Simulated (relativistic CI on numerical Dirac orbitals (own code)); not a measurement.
## Ti³⁺ in a cubic cluster: 3p photoemission with charge transfer

Computed with a charge-transfer multiplet model of a cubic metal-ligand cluster with up to 2 ligand holes, Slater and spin-orbit integrals from Dirac-Coulomb-Breit ions, Slater integrals scaled by 0.7. The ground state mixes d1 with configurations of k ligand holes L, whose averages lie at kΔ + k(k − 1)U_dd/2; a core hole lowers each added d electron by U_cd. 300 K, Lorentzian 0.9 eV and Gaussian 0.8 eV FWHM.

Atomic integrals in eV (Slater integrals scaled, ζ unscaled), ground: F2dd 5.756, F4dd 3.579, zeta_d 0.017; with the core hole: F2dd 5.756, F4dd 3.579, zeta_d 0.021, zeta_core 0.458, F2cd 7.758, G1cd 9.606, G3cd 5.905. Where a configuration has fewer than two d electrons, the dd integrals are those of d2.

Cluster parameters (eV): U_dd = 5.5, U_cd = 6.7, 10Dq = 0.9, 10Dq(ligand) = 0.5, V(eg) = 2.55, V(t2g) = -1.3, final-state hopping factor = 0.9.

```tsv
Case	n_d	d1	d2L	d3L2	S
Δ = 3.1 eV	1.64	0.45	0.47	0.09	0.50
Δ = 4.1 eV	1.56	0.51	0.43	0.07	0.50
Δ = 7.1 eV	1.37	0.66	0.31	0.03	0.50
```

Weights, n_d and S are thermal averages at 300 K. Binding energies count from the first peak over 30 % of the highest in each spectrum, which can be another peak from case to case. The parameters are a model scan and need not match a compound or its usual spin state. Peaks in eV (height, largest 100):
- Δ = 3.1 eV: 0.0 (100), 1.6 (83), 11.2 (28)
- Δ = 4.1 eV: 0.0 (100), 1.7 (82), 11.0 (29)
- Δ = 7.1 eV: 0.0 (100), 1.7 (84), 5.0 (15), 8.8 (20), 9.6 (20), 11.2 (26)

For the case Δ = 4.1 eV, Δ = 4.1 eV is smaller than U_dd = 5.5 eV, the charge-transfer side of the Zaanen-Sawatzky-Allen scheme. With the core hole the configuration with one ligand hole lies at Δ − U_cd = -3.6, -2.6, 0.4 eV from the one without, in the order of the table; where this is negative the screened configuration lies lower, though the effective hopping of about 5.1 eV (from the holes of the mixed ground state) mixes the two strongly wherever it is as large as the gap.
